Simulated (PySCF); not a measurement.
Can point charges reproduce the dipole moment of `C=C[C@@H](C)[C@H](C)CN`?

Coordinates (GFN2-xTB, Å) and charges (e) from the PBE0/pcSseg-1 density (PySCF):

```tsv
atom	x	y	z	Mulliken	IAO	Hirshfeld	ESP-fitted
C1	-2.099	-1.904	-0.605	-0.1188	-0.3307	-0.1074	-0.4566
C2	-1.567	-0.942	0.125	-0.1856	-0.1266	-0.0291	-0.1341
C3	-0.865	0.264	-0.425	-0.2847	-0.1025	-0.0188	+0.1742
C4	-1.694	1.505	-0.080	-0.1837	-0.4145	-0.1174	-0.3802
C5	0.567	0.362	0.136	-0.3449	-0.0956	-0.0213	+0.0702
C6	1.300	1.607	-0.358	-0.1878	-0.4244	-0.1259	-0.1803
C7	1.369	-0.887	-0.250	+0.0106	-0.1452	-0.0303	+0.2976
N8	2.686	-0.853	0.370	-0.4511	-0.5777	-0.2284	-0.8854
H9	-2.614	-2.742	-0.164	+0.1102	+0.1477	+0.0429	+0.1829
H10	-2.040	-1.898	-1.681	+0.1045	+0.1414	+0.0420	+0.1648
H11	-1.645	-0.973	1.205	+0.0936	+0.1358	+0.0428	+0.1150
H12	-0.804	0.173	-1.515	+0.1018	+0.1231	+0.0372	+0.0180
H13	-2.725	1.360	-0.395	+0.1196	+0.1437	+0.0369	+0.1068
H14	-1.685	1.682	0.994	+0.1022	+0.1335	+0.0379	+0.0875
H15	-1.303	2.385	-0.583	+0.1201	+0.1404	+0.0406	+0.0924
H16	0.509	0.402	1.230	+0.0988	+0.1129	+0.0301	+0.0147
H17	2.353	1.518	-0.104	+0.1320	+0.1576	+0.0300	+0.0328
H18	0.906	2.509	0.102	+0.1108	+0.1326	+0.0352	+0.0483
H19	1.212	1.695	-1.438	+0.0968	+0.1288	+0.0354	+0.0359
H20	1.516	-0.899	-1.334	+0.1037	+0.1291	+0.0366	+0.0124
H21	0.788	-1.785	0.021	+0.1199	+0.1111	+0.0167	-0.0672
H22	3.234	-1.653	0.074	+0.1676	+0.2435	+0.1094	+0.3323
H23	2.595	-0.898	1.380	+0.1644	+0.2360	+0.1057	+0.3180
```

Form Σ q r in debye for every column and set it beside the full dipole.

The full density gives (-0.21, -0.98, 0.46) D, 1.11 D in size; dipole vectors point from the negative to the positive end.

```
    scheme     μx     μy     μz  size (D)  share of the full size (%)  angle to the full dipole (°)
  Mulliken  -0.63  -0.02  -0.64      0.90                          81                            98
       IAO  -0.39  -0.57   0.27      0.74                          67                            21
 Hirshfeld  -0.01  -0.44   0.25      0.51                          46                            11
ESP-fitted  -0.20  -0.97   0.46      1.09                          99                             1
```

Which set comes closest?

Length of the difference vector: ESP-fitted 0.02 D, IAO 0.49 D, Hirshfeld 0.61 D, Mulliken 1.52 D. Closest: ESP-fitted. ESP charges are fitted to the potential around the molecule, whose slowest-falling term is the dipole's. The schemes that divide the density aren't constrained to reproduce the dipole.

What is left for the Hirshfeld atoms' own dipoles?

The Hirshfeld atoms' densities add up to the full density, so μ = Σ q r + Σ (atomic dipoles). The atomic dipoles sum to (-0.21, -0.98, 0.46) − (-0.01, -0.44, 0.25) = (-0.21, -0.54, 0.21) D, 0.61 D in size.

With the origin at the mean of the coordinates, (0.000, 0.001, -0.143) Å, which are the largest single terms, by size, of the ESP-fitted dipole along the direction of the full one?

C1 -4.18, H9 +2.58, N8 -1.92, C4 +1.79, C6 +1.53 D; all 23 atoms together +1.09 D. The single terms depend on the origin, their sum doesn't.

Give the size of the full dipole in other units.

1.11 D = 0.435 au = 0.230 e·Å = 3.69 × 10⁻³⁰ C·m.

One conformer (not necessarily the lowest) at the GFN2-xTB geometry, without solvent, vibrations or thermal averaging.

Conformer computed: `[CH2:1]=[CH:2][C@@H:3]([CH3:4])[C@H:5]([CH3:6])[CH2:7][NH2:8]`: C1–C2–C3–C4 114°, C2–C3–C5–C6 -178°, C3–C5–C7–N8 -175°, H–N8–C7–C5 -177°, H–N8–C7–C5 64°.
